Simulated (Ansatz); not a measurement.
C8H16N2O, relaxed as a singlet with RKS PBE-D4/def2-SVP in Ansatz, starting from the GFN2-xTB geometry. Force threshold 0.03 eV/Å.

Start:

Cartesian coordinates in Å:
```
C -1.467 -0.338 3.402
C -0.680 -0.811 2.187
C 0.672 -0.109 2.089
C 1.469 -0.548 0.856
N 0.783 -0.247 -0.374
C 0.116 -1.189 -1.119
C -0.337 -0.498 -2.359
N -0.279 0.887 -1.929
C -0.415 1.950 -2.886
C 0.571 0.969 -0.838
H -0.915 -0.535 4.319
H -2.422 -0.852 3.461
H -1.657 0.732 3.342
H -0.523 -1.889 2.250
H -1.253 -0.613 1.279
H 0.517 0.971 2.047
H 1.269 -0.327 2.978
H 2.443 -0.047 0.853
H 1.630 -1.628 0.885
H 0.525 -2.184 -1.159
H -1.343 -0.750 -2.715
H -0.433 2.902 -2.359
H -1.357 1.815 -3.419
H 0.398 1.963 -3.621
H 0.827 1.887 -0.355
O 0.467 -0.751 -3.538
H 1.396 -0.761 -3.277
```

```tsv
step	energy (eV)	largest force component (eV/Å)	SCF passes
1	-13555.7556	0.826	23
2	-13555.9246	0.349	22
3	-13555.9490	0.113	22
4	-13555.9524	0.076	22
5	-13555.9544	0.071	22
6	-13555.9569	0.046	22
7	-13555.9582	0.051	22
8	-13555.9595	0.040	21
9	-13555.9606	0.045	21
10	-13555.9618	0.061	21
11	-13555.9628	0.068	21
12	-13555.9638	0.062	21
13	-13555.9644	0.048	21
14	-13555.9647	0.053	21
15	-13555.9651	0.026	23
```

Force components are those of the run's own axes.

End:

Cartesian coordinates in Å:
```
C -1.492 -0.606 3.482
C -0.637 -0.967 2.267
C 0.591 -0.064 2.111
C 1.463 -0.362 0.883
N 0.801 -0.113 -0.392
C -0.045 -1.018 -1.032
C -0.436 -0.407 -2.331
N -0.123 1.007 -2.040
C -0.239 2.010 -3.071
C 0.777 1.082 -0.997
H -0.912 -0.676 4.428
H -2.369 -1.279 3.579
H -1.878 0.433 3.409
H -0.298 -2.026 2.344
H -1.239 -0.915 1.334
H 0.272 1.001 2.068
H 1.242 -0.153 3.010
H 2.382 0.259 0.908
H 1.788 -1.423 0.886
H 0.083 -2.092 -0.854
H -1.502 -0.498 -2.648
H -0.080 3.018 -2.636
H -1.260 1.978 -3.504
H 0.485 1.857 -3.903
H 1.209 2.004 -0.596
O 0.259 -0.908 -3.510
H 1.157 -1.140 -3.197
```

By distances, no bond broke or formed. The bond that changes most is C7–N8, from 1.45 to 1.48 Å (atoms count from 1).

No frequencies were taken in this run, so the end may be a saddle point.

Run time 40 s (4 threads of AMD EPYC 7R43 on a shared host).
